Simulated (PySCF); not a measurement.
lithium atom (Li), doublet. Base run: PBE/cc-pVDZ (PySCF).

Geometry (Å):
```xyz
1

Li     0.0000     0.0000     0.0000
```
Charge 0, spin multiplicity 2.
Orbitals are unrestricted.
All else is at PySCF's defaults.
Base energy -7.46041 Eh.

The base run was repeated with changes; each row names its change, and settings that it needs were set with it.

```json
[
 {"change": "base", "ΔE vs base (µEh)": "0.0", "grid points": "13728", "electrons on the grid": "3.00000"},
 {"change": "grids.radi_method = delley", "ΔE vs base (µEh)": "0.2", "grid points": "11712", "electrons on the grid": "3.00002"},
 {"change": "grids.atom_grid = (30, 110)", "ΔE vs base (µEh)": "39.9", "grid points": "2416", "electrons on the grid": "3.00000"},
 {"change": "grids.level = 7", "ΔE vs base (µEh)": "0.0", "grid points": "83288", "electrons on the grid": "3.00000"},
 {"change": "small_rho_cutoff = 0", "ΔE vs base (µEh)": "0.0", "grid points": "13728", "electrons on the grid": "3.00000"},
 {"change": "grids.prune = dft.gen_grid.sg1_prune", "ΔE vs base (µEh)": "0.0", "grid points": "6192", "electrons on the grid": "3.00000"},
 {"change": "grids.level = 5", "ΔE vs base (µEh)": "0.0", "grid points": "41576", "electrons on the grid": "3.00000"},
 {"change": "grids.level = 1", "ΔE vs base (µEh)": "2.7", "grid points": "5088", "electrons on the grid": "3.00000"},
 {"change": "grids.level = 0", "ΔE vs base (µEh)": "-1160", "grid points": "1080", "electrons on the grid": "3.00075"},
 {"change": "grids.atom_grid = (50, 194)", "ΔE vs base (µEh)": "0.0", "grid points": "6304", "electrons on the grid": "3.00000"},
 {"change": "grids.prune = dft.gen_grid.treutler_prune", "ΔE vs base (µEh)": "0.0", "grid points": "12432", "electrons on the grid": "3.00000"}
]
```

Open shells are given as the SCF converged; they aren't shown to be the lowest states, and a large step between rows can be another state.
